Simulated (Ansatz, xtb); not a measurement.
# H5OPSi2: which of two structures lies lower

Structure a is `[H]/P=[SiH]\O[SiH3]`, a singlet and structure b is a singlet given by its coordinates. Both are isolated molecules in the gas phase, relaxed with PBE0-D3(BJ)/def2-SVP; the shapes shown needn't be the lowest conformers.

a (Å):

| atom | x (Å) | y (Å) | z (Å) |
| --- | --- | --- | --- |
| O | -0.5621 | 0.0832 | -1.6571 |
| P | -0.1013 | -1.5860 | -4.5196 |
| Si | -1.0234 | -0.9311 | -0.4055 |
| Si | -0.1714 | 0.0448 | -3.2542 |
| H | 0.0361 | -1.9554 | -0.1766 |
| H | -2.3073 | -1.6043 | -0.7554 |
| H | -1.1962 | -0.0870 | 0.8067 |
| H | 0.1376 | 1.4392 | -3.6574 |
| H | -0.4991 | -2.4230 | -3.4227 |

b (Å):

```yaml
atoms:
  - { symbol: O, position_ang: [0.4771, -0.0973, 1.9580] }
  - { symbol: P, position_ang: [-1.0543, 1.1630, -0.6020] }
  - { symbol: Si, position_ang: [1.3802, 1.2188, 2.4405] }
  - { symbol: Si, position_ang: [-0.5174, -0.6037, 0.7053] }
  - { symbol: H, position_ang: [-1.7838, 0.2976, -1.4803] }
  - { symbol: H, position_ang: [1.0863, 2.1231, 1.2053] }
  - { symbol: H, position_ang: [-1.7820, -1.1371, 1.2883] }
  - { symbol: H, position_ang: [0.1913, -1.6974, -0.0208] }
  - { symbol: H, position_ang: [0.1409, 1.0956, -1.3803] }
```

Close contacts (Å): O1–Si3 1.67, O1–Si4 1.68, P2–Si4 2.26, P2–H5 1.43, P2–H9 1.43, Si3–H6 1.56, Si4–H7 1.49, Si4–H8 1.49.

Question: Estimate which is lower in electronic energy at CCSD(T)/def2-SVP + ΔMP2/def2-TZVPP, and by roughly how much.

Answer: The CCSD(T)/def2-SVP + ΔMP2/def2-TZVPP calculation puts structure a lower, by 13.6 kcal/mol.

The same difference at several levels:

```csv
level,geometry,E(b) − E(a) (kcal/mol),departure from the last row (kcal/mol),"job, with rough time for the two"
GFN2-xTB,GFN2-xTB,+18.7,+5.2,"optimisation, 1.6 s"
HF/STO-3G,GFN2-xTB,−24.9,−38.5,"single point, 1.5 s"
r2SCAN-D4/def2-SVP,GFN2-xTB,+15.0,+1.4,"single point, 9.6 s"
PBE0-D3(BJ)/def2-SVP,PBE0-D3(BJ)/def2-SVP,+13.0,−0.6,"optimisation, 4.9 min"
HF/def2-SVP,PBE0-D3(BJ)/def2-SVP,+10.6,−3.0,part of the CCSD(T) run
MP2/def2-SVP,PBE0-D3(BJ)/def2-SVP,+15.3,+1.8,part of the CCSD(T) run
CCSD(T)/def2-SVP,PBE0-D3(BJ)/def2-SVP,+12.1,−1.4,single point
CCSD(T)/def2-SVP + ΔMP2/def2-TZVPP,PBE0-D3(BJ)/def2-SVP,+13.6,,"single point, 65 s"
```

HF/STO-3G puts the two in the other order. The largest departure from CCSD(T)/def2-SVP + ΔMP2/def2-TZVPP is that of HF/STO-3G, 38.5 kcal/mol. The last row adds to CCSD(T) the change of the MP2 difference between the two basis sets, here +1.4 kcal/mol.

With harmonic frequencies from PBE0-D3(BJ)/def2-SVP (ideal gas, rigid rotor, one conformer each, 298.15 K, 1 atm): on the last row, ΔE + ΔZPE = +12.9 kcal/mol. A mode under 50 cm⁻¹ makes harmonic enthalpies and free energies unreliable, so none is given.

The correlated steps freeze 16 core orbitals. Run with Ansatz 0.2.0, xtb 6.7.1; the last row on 1 thread of Intel(R) Xeon(R) Processor @ 2.50GHz (Skylake/Cascade Lake) on a shared host.
